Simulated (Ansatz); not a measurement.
Ligand-field states of FeBr₂ at its PBE-D4/def2-TZVP geometry (relaxed as a quintet).

Cartesian coordinates in Å:
```
Fe -0.001 0.000 0.001
Br 1.346 1.589 0.902
Br -1.345 -1.589 -0.903
```

CASSCF(6,5) on the Fe 3d shell in def2-TZVP, averaged with equal weights over 5 quintets and 12 triplets and 6 singlets, then SC-NEVPT2; Ansatz, no spin–orbit coupling. The space holds no ligand orbitals and no second d shell, so covalent complexes are described poorly.

**Question.** Estimate the states' energies above the lowest.

**Answer.** 
```tsv
state	CASSCF (eV)	NEVPT2 (eV)
quintet 1	0.00	0.00
quintet 2	0.00	0.00
quintet 3	0.48	0.54
quintet 4	0.48	0.54
quintet 5	0.55	0.54
triplet 1	2.73	2.57
triplet 2	2.73	2.57
triplet 3	2.74	2.58
triplet 4	2.74	2.58
triplet 5	2.75	2.62
triplet 6	2.75	2.62
triplet 7	2.76	2.63
triplet 8	2.86	2.70
triplet 9	2.86	2.70
triplet 10	3.09	2.68
triplet 11	3.11	3.05
triplet 12	3.11	3.05
singlet 1	3.97	3.73
singlet 2	3.99	3.75
singlet 3	3.99	3.75
singlet 4	4.03	3.81
singlet 5	4.03	3.81
singlet 6	4.12	3.92
```
The lowest NEVPT2 state is a quintet. Run time 53 s (2 threads of Intel Xeon Platinum 8375C on a shared host), peak host memory 0.89 GiB.
